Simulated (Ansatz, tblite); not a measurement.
Removing and adding an electron: Ag2S (the lowest singlet isomer of a short search). Total charge 0; singlet. Geometry: PBE-D4/def2-TZVP. Ansatz, gas phase; energy differences of separate SCF runs; the oxidised species was run as a doublet alone; the reduced species was run as a doublet alone.

```xyz
3

Ag   -1.137    1.000    0.519
Ag    0.334   -1.562    0.116
S     0.804    0.561   -0.635
```

In the def2 sets Ag takes a core potential; there is no spin–orbit coupling. The xTB rows come from tblite. The structure comes from a short search, and lower isomers may exist.

| level | −HOMO (eV) | vertical IE (eV) | −LUMO (eV) | vertical EA (eV) | HOMO–LUMO gap (eV) | IE − EA (eV) | remarks |
| --- | --- | --- | --- | --- | --- | --- | --- |
| GFN1-xTB | 9.81 | 13.52 | 7.53 | 3.80 | 2.27 | 9.72 | – |
| GFN2-xTB | 9.94 | 13.21 | 7.18 | 4.82 | 2.76 | 8.39 | – |
| PBE-D4/def2-TZVP | 4.90 | 7.77 | 3.48 | – | 1.41 | – | – |
| PBE-D4/def2-TZVPD | 4.93 | – | 3.51 | 1.38 | 1.42 | – | HOMO above zero (-1 doublet) |
| r2SCAN-D4/def2-TZVP | 4.97 | 7.62 | 3.24 | – | 1.73 | – | – |
| r2SCAN-D4/def2-TZVPD | 5.00 | – | 3.26 | 1.35 | 1.73 | – | HOMO above zero (-1 doublet) |
| PBE0-D4/def2-TZVP | 5.78 | 7.53 | 2.62 | – | 3.16 | – | – |
| PBE0-D4/def2-TZVPD | 5.80 | – | 2.64 | 1.20 | 3.16 | – | HOMO above zero (-1 doublet) |

   A HOMO above zero means that the electron is unbound at that level or that self-interaction error raises the level; the energy of removing that electron tells which. Raw xTB energy differences between charge states are shifted by several eV; the methods need an empirical correction for them.
